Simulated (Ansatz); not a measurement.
Stepwise reaction of `N[SiH](N)Cl` with methanol, as a gas-phase model of exchange steps in deposition or etching. ΔE in kJ/mol.

Computed with Ansatz on PBE0-D4/def2-TZVP structures; ΔE is electronic, products minus reactants. CBS: MP2 limit from def2 TZ/QZ plus the TZ coupled-cluster correction, frozen cores. This one scheme is used for every species. DFT in def2-TZVPP. B3LYP here is the variant with VWN-RPA as its local correlation; programs differ in this. Each species was taken in one conformer, which may not be the lowest.

```tsv
step	reaction	PBE-D4	B3LYP-D4	ωB97M-V	CCSD(T)/CBS
1	`N[SiH](N)Cl` + CH₃OH → `CO[SiH](N)Cl` + NH₃	-38.7	-43.7	-42.5	-42.5
```

(1) Give the row of step 2, `CO[SiH](N)Cl` + CH₃OH → `CO[SiH](Cl)OC` + NH₃. (An estimate is asked.)

(2) By hand: ΔE of the 2 steps together at CCSD(T)/CBS.

## Answers

(1) Computed: 
| step | reaction | PBE-D4 | B3LYP-D4 | ωB97M-V | CCSD(T)/CBS |
| --- | --- | --- | --- | --- | --- |
| 2 | `CO[SiH](N)Cl` + CH₃OH → `CO[SiH](Cl)OC` + NH₃ | -41.1 | -46.9 | -44.2 | -46.0 |

(2) (-42.5) + (-46.0) = -88.5 kJ/mol, or -44.2 kJ/mol a step.

In ΔE the steps differ by no more than 3.5 kJ/mol. All are downhill at CCSD(T)/CBS. PBE-D4 differs from CCSD(T)/CBS by 3.8 to 4.9 kJ/mol a step. Isolated molecules leave out the surface, adducts and barriers. Largest T1 diagnostic: 0.011.
